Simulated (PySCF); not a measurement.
How methods differ on the electron affinity of Bi

Bi⁻ [Xe] 4f14 5d10 6s2 6p4 (3P) → Bi [Xe] 4f14 5d10 6s2 6p3 (4S), as a difference of total energies. Calculation: PySCF 2.14, in aug-cc-pVDZ-PP with ECP60MDF; a scalar-relativistic core potential. Correlated levels: valence: 5s2 5p6 5d10 frozen. The calculations carry no spin-orbit coupling.

| method | electron affinity (eV) |
| --- | --- |
| UHF | -0.227 |
| MP2 (valence) | 0.304 |
| SCS-MP2 (valence) | 0.324 |
| CCSD (valence) | 0.378 |
| CCSD(T) (valence) | 0.413 |
| CCSDT (valence) | 0.422 |

Spin-orbit coupling is strong in these open shells (close to jj coupling). The scalar numbers leave it out and a first-order estimate fails, so it can dominate the gap to the real levels.

Errors of the correlated levels include the incompleteness of this basis and the frozen core.

A negative affinity means that the anion lies above the atom at that level of theory.

For comparison: 0.942 eV (measured; photodetachment measurements, as compiled on the Wikipedia data page of electron affinities).
